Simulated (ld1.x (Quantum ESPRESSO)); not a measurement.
## samarium (Sm) TM: all-electron and pseudo phase curves

| Quantity | Value |
| --- | --- |
| Element | Sm (Z = 62) |
| Generator | ld1.x (Quantum ESPRESSO) 7.5 |
| Type | norm-conserving Troullier–Martins (Kleinman–Bylander form) |
| Functional | PW91 |
| Relativity | scalar-relativistic |
| Frozen core | [Kr] 4d10 5s2 |
| Valence charge | 14 |
| Reference configuration | 4f6 5p6 5d0 6s1 6p0 (charge +1) |
| Partial waves | 6s (bound): rc 3.55 bohr; 5p (bound): rc 2.65 bohr; 5d (bound, empty): rc 3.85 bohr; 4f (bound): rc 0.85 bohr |
| Local potential | all-electron potential smoothed inside 2.20 bohr (lloc = -1) |
| Core correction | none |

The phase is arctan(r·u′/u) with u = r·R(r), unwrapped; energies in Ry, scanned from -4 to 5 Ry. A pole is an energy at which the radial function vanishes at the test radius. The pseudo phase is shifted by a multiple of π to meet the all-electron one at the reference energy, and phase errors are pseudo minus all-electron; the curves can meet again beyond the range given. Levels narrower than the energy grid can be missing from the lists of poles. Where the grid stepped over a known ghost or core level, its pole and its step of π were put in at the level’s energy. n/a: not evaluated, since a narrow level or a reset projector energy made the automatic matching unsafe.

```csv
channel,radius (bohr),reference energy (Ry),"poles, all-electron","poles, pseudo",unbroken range about the reference energy with phases within 0.05 rad,phase error 1 Ry above the reference energy (rad)
s,4.17,-0.62,"-3.64, 0.03, 3.51","0.01, 2.04",-3.6 to 0.6,-0.025
p,4.17,-2.16,"-2.15, 0.71, 4.40","-2.15, 0.70, 4.16",below 1.9,+0.000
d,4.17,-0.53,"-0.35, 2.03","-0.35, 2.21",below 0.4,+0.058
f,4.17,-0.63,"1.29, 4.08","1.36, 4.48",n/a,n/a
```

Note: ghost state, extra bound levels that the all-electron valence spectrum of the same l lacks: s at -50.5 eV. A true bound ghost makes a file unfit for plane-wave use.

Phases in the d channel:

```json
{"E (Ry)": "-4.00", "all-electron": "1.444", "pseudo": "1.444"}
{"E (Ry)": "-3.52", "all-electron": "1.434", "pseudo": "1.434"}
{"E (Ry)": "-3.04", "all-electron": "1.422", "pseudo": "1.422"}
{"E (Ry)": "-2.56", "all-electron": "1.406", "pseudo": "1.406"}
{"E (Ry)": "-2.08", "all-electron": "1.382", "pseudo": "1.382"}
{"E (Ry)": "-1.60", "all-electron": "1.343", "pseudo": "1.343"}
{"E (Ry)": "-1.12", "all-electron": "1.257", "pseudo": "1.257"}
{"E (Ry)": "-0.64", "all-electron": "0.279", "pseudo": "0.280"}
{"E (Ry)": "-0.16", "all-electron": "-1.722", "pseudo": "-1.720"}
{"E (Ry)": "0.32", "all-electron": "-2.070", "pseudo": "-2.048"}
{"E (Ry)": "0.80", "all-electron": "-3.894", "pseudo": "-3.750"}
{"E (Ry)": "1.28", "all-electron": "-4.530", "pseudo": "-4.496"}
{"E (Ry)": "1.76", "all-electron": "-4.668", "pseudo": "-4.644"}
{"E (Ry)": "2.24", "all-electron": "-4.743", "pseudo": "-4.715"}
{"E (Ry)": "2.72", "all-electron": "-4.814", "pseudo": "-4.770"}
{"E (Ry)": "3.20", "all-electron": "-4.935", "pseudo": "-4.832"}
{"E (Ry)": "3.68", "all-electron": "-5.534", "pseudo": "-4.938"}
{"E (Ry)": "4.16", "all-electron": "-7.470", "pseudo": "-5.315"}
{"E (Ry)": "4.64", "all-electron": "-7.710", "pseudo": "-7.195"}
```
